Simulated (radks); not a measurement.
Values are calculated unless marked as measured or tabulated.
Problem. Xe2+, configuration [Kr] 4d10 5s2 5p4. Code: a radial shooting solver on a logarithmic mesh with Libxc functionals. Model: Dirac Kohn-Sham, B86b exchange with PBE correlation, spin-unpolarised, spherical densities, finite nucleus; open shells fill j = l - 1/2 first; Fermi nuclear charge, rms radius 4.7859 fm.

Spin-orbit splittings of the eigenvalues, e(l+1/2) - e(l-1/2), with zeta = 2 splitting/(2l+1) and mean radii in bohr:

| shell | occ. | splitting (eV) | zeta (eV) | <r> j=l-1/2 | <r> j=l+1/2 |
|---|---|---|---|---|---|
| 2p | 6 | 324.7 | 216.5 | 0.09620 | 0.1020 |
| 3p | 6 | 61.67 | 41.12 | 0.2961 | 0.3078 |
| 3d | 10 | 13.03 | 5.213 | 0.2787 | 0.2824 |
| 4p | 6 | ? | ? | 0.7456 | 0.7733 |
| 4d | 10 | 1.992 | 0.7966 | 0.8685 | 0.8792 |
| 5p | 4 | 1.533 | 1.022 | 2.039 | 2.118 |

Estimate the 4p splitting.

Solution. 12.30 eV (zeta = 8.202 eV).
